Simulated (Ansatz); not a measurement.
## Telling isomers of C2H2BNa apart by their spectra

These gas-phase data were calculated for one isomer of C2H2BNa at PBE0-D3(BJ)/pcseg-1 (harmonic, unscaled wavenumbers; equilibrium rotational constants with average atomic masses):

| Property | Result |
| --- | --- |
| rotational constants | 234.3, 2.129, 2.11 GHz |
| all wavenumbers above 1500 cm⁻¹ | 2649, 2582, 2120 |

Candidates:

(1) `[Na][C]1=CB1`, a singlet
(2) `[Na][B]1C=C1`, a singlet
(3) `BC#[C][Na]`, a singlet

Question: Which structure fits?

Answer: Candidate (3). The band at 2649 cm⁻¹ lies where the B–H stretch is expected; (2) has no mode between 2350 and 2900 cm⁻¹. No mode falls between 2750 and 3290 cm⁻¹, where the C–H stretch of (1) would stand.

The same quantities for all candidates:

```tsv
	rotational constants (GHz)	wavenumbers above 1500 cm⁻¹	E above the lowest, PBE0-D3(BJ)/pcseg-1 (kcal/mol)
(1)	28.01, 3.308, 2.958	3162, 2716, 1532	0.2
(2)	33.1, 2.791, 2.574	3217, 3191, 1590	8.3
(3)	234.3, 2.129, 2.11	2649, 2582, 2120	0.0
```

Harmonic stretches to hydrogen usually lie a few per cent above observed fundamentals. Programs: Ansatz 0.2.0.
